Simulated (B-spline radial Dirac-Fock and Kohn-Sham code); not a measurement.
# Auger decay of the 3d5/2 hole in Nd³⁺

System: neodymium as Nd³⁺, 1s2 2s2 2p6 3s2 3p6 3d10 4s2 4p6 4d10 4f3 5s2 5p6, inside a Watson sphere of charge -3 and radius 1.6 Å (a model of the Madelung potential; inside it an electron's potential energy is raised by 27.0 eV).

These are calculated numbers from a radial atomic solver; the model is one-electron (LDA, Dirac) transition rates at Dirac-Fock energies. Kinetic energies are configuration averages from the vacuum level; the two-hole energies are estimated from single-hole states.

| transition | kinetic energy (eV) | width (meV) | share (%) |
| --- | --- | --- | --- |
| M5-N2N3 | 449.6 | 11.8 | 1.4 |
| M5-N3N3 | 472.0 | 9.01 | 1.1 |
| M5-N1N4 | 495.3 | 7.73 | 0.9 |
| M5-N1N5 | 499.4 | 81.9 | 9.7 |
| M5-N2N5 | 566.5 | 79.8 | 9.5 |
| M5-N3N4 | 585.7 | 7.28 | 0.9 |
| M5-N3N5 | 591.2 | 130 | 15.4 |
| M5-N4N5 | 702.8 | 169 | 20.0 |
| M5-N5N5 | 707.1 | 195 | 23.1 |
| M5-N5O1 | 794.2 | 13.3 | 1.6 |
| M5-N5O2 | 816.5 | 12.4 | 1.5 |
| M5-N5O3 | 820.4 | 20.5 | 2.4 |
| M5-N4N7 | 825.4 | 11.3 | 1.3 |
| M5-N5N6 | 829.1 | 20.6 | 2.4 |
| M5-N5N7 | 830.1 | 30.9 | 3.7 |
| M5-N6N7 | 950.9 | 5.54 | 0.7 |

The listed channels hold 96 % of the non-radiative rate. Summed by principal shells, of 0.843 eV in all: MNN 93.3 %, MNO 6.6 %.
